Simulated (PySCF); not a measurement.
**Bonding in `Cc1cc(F)oc(=O)c1`**

Compound: C6H5FO2.
SMILES with atom numbers: `[CH3:1][c:2]1[cH:3][c:4]([F:5])[o:6][c:7](=[O:8])[cH:9]1` (hydrogens: H10, H11, H12 on C1; H13 on C3; H14 on C9)

Cartesian coordinates in Å at the GFN2-xTB level; atoms count from 1:
```
atom  x, y, z in Å
C1     2.0070   -0.1900   -0.1193
C2     0.5301   -0.0137   -0.0297
C3    -0.3006   -1.1769   -0.0739
C4    -1.6299   -0.9841    0.0083
F5    -2.4977   -1.9937   -0.0238
O6    -2.2325    0.1786    0.1271
C7    -1.4864    1.3725    0.1787
O8    -2.0975    2.3976    0.2877
C9    -0.0602    1.2028    0.0916
H10    2.3558   -0.8193    0.6980
H11    2.5180    0.7669   -0.0749
H12    2.2647   -0.6895   -1.0520
H13    0.1125   -2.1647   -0.1696
H14    0.5160    2.1129    0.1295
```

Bond orders from the PBE0/pcSseg-1 density (PySCF). Isolated species at its GFN2-xTB geometry, gas phase.

**Question.** Where do the orders between heavy atoms depart from those drawn in the SMILES?

**Answer.** The largest departure is 0.635, at O6–C7 (drawn aromatic, 0.865), counting aromatic bonds as 1.5. The bonds drawn aromatic range from 0.86 to 1.64.

**Question.** Give the Mayer order of every bond between heavy atoms, beside its length.

**Answer.** 
```
 bond  drawn as  length (Å)  Mayer order
C1–C2    single       1.490        1.074
C2–C3  aromatic       1.430        1.126
C3–C4  aromatic       1.346        1.640
C4–F5    single       1.332        0.997
C4–O6  aromatic       1.315        1.143
O6–C7  aromatic       1.409        0.865
C7–O8    double       1.198        1.979
C7–C9  aromatic       1.439        1.171
C9–C2  aromatic       1.358        1.555
```

By pair of heavy elements: C–C: lowest C1–C2 (1.074, 1.490 Å), highest C3–C4 (1.640, 1.346 Å); in 1 of the 10 pairs the longer bond (by over 0.003 Å) has the higher order (by 0.02 or more). C–O: lowest O6–C7 (0.865, 1.409 Å), highest C7–O8 (1.979, 1.198 Å).

**Question.** And the bonds to hydrogen?

**Answer.** C–H: 0.94 to 0.96 (5 bonds).

**Question.** Sum the orders of all bonds at each heavy atom with more than one neighbour and set the sums beside the valence in the SMILES.

**Answer.** C1 3.915 (drawn 4), C2 3.755 (drawn 4), C3 3.730 (drawn 4), C4 3.780 (drawn 4), O6 2.008 (drawn 2), C7 4.015 (drawn 4), C9 3.689 (drawn 4). Orders between atoms that aren't bonded are not in these sums.

Mayer orders depend on the basis set.

These values come from a run that also computed NMR shieldings. Rough CPU time on one thread of a shared machine: about 80 s (grids of density and orbitals included).
